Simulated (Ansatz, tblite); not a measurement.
Cost and result up the ladder for B(NH2tBu)Cl3 (C₄H₁₁BCl₃N) (20 atoms). The state is a singlet with charge 0. Geometry: PBE-D4/def2-SVP.

| atom | x (Å) | y (Å) | z (Å) |
| --- | --- | --- | --- |
| B1 | 0.960 | -0.786 | -1.985 |
| N2 | 0.087 | -0.887 | -0.590 |
| C3 | -0.213 | 0.194 | 0.450 |
| C4 | -1.046 | -0.505 | 1.538 |
| C5 | 1.095 | 0.724 | 1.044 |
| C6 | -1.027 | 1.322 | -0.192 |
| H7 | -0.816 | -1.276 | -0.913 |
| H8 | 0.538 | -1.680 | -0.100 |
| H9 | -1.995 | -0.912 | 1.129 |
| H10 | -1.309 | 0.217 | 2.336 |
| H11 | -0.483 | -1.336 | 2.012 |
| H12 | 1.715 | -0.094 | 1.463 |
| H13 | 1.702 | 1.252 | 0.287 |
| H14 | 0.853 | 1.426 | 1.866 |
| H15 | -0.444 | 1.857 | -0.962 |
| H16 | -1.950 | 0.939 | -0.671 |
| H17 | -1.324 | 2.040 | 0.598 |
| Cl18 | 0.779 | -2.530 | -2.617 |
| Cl19 | 2.707 | -0.393 | -1.578 |
| Cl20 | 0.172 | 0.428 | -3.115 |

Ansatz on 2 threads of AMD EPYC 7R13 on a shared host and a share (18 GiB) of an NVIDIA H100 80GB HBM3; xTB runs through tblite on one thread. Times are rough, summed over both states, and most runs start from the orbitals of an earlier one. PBE0-D4/def2-TZVP serves as the yardstick here, not as an exact answer. The other state is a triplet.

The xTB rows come from tblite. HOMO above LUMO, or a gap near zero within one spin, warns that the state may not be the lowest or that an electron is smeared out.

Run but left out: PBE-D4/def2-TZVP (triplet: an occupied level 0.00 eV above an empty one).

xTB has no spin-polarisation term.

```csv
level,functions,wall time
GFN1-xTB,73,0.044 s
GFN2-xTB,62,0.045 s
r2SCAN-D4/def2-TZVP (with forces),363,20 s
PBE0-D4/def2-TZVP,363,27 s
```

Q: Estimate what each level gives for the vertical triplet (eV).

A: 
| level | vertical triplet (eV) | difference from PBE0-D4/def2-TZVP (eV) | remarks |
| --- | --- | --- | --- |
| GFN1-xTB | 7.32 | 0.14 | – |
| GFN2-xTB | 8.43 | 1.25 | – |
| r2SCAN-D4/def2-TZVP (with forces) | 6.84 | -0.34 | gap within one spin near zero (triplet) |
| PBE0-D4/def2-TZVP | 7.18 | 0.00 | – |
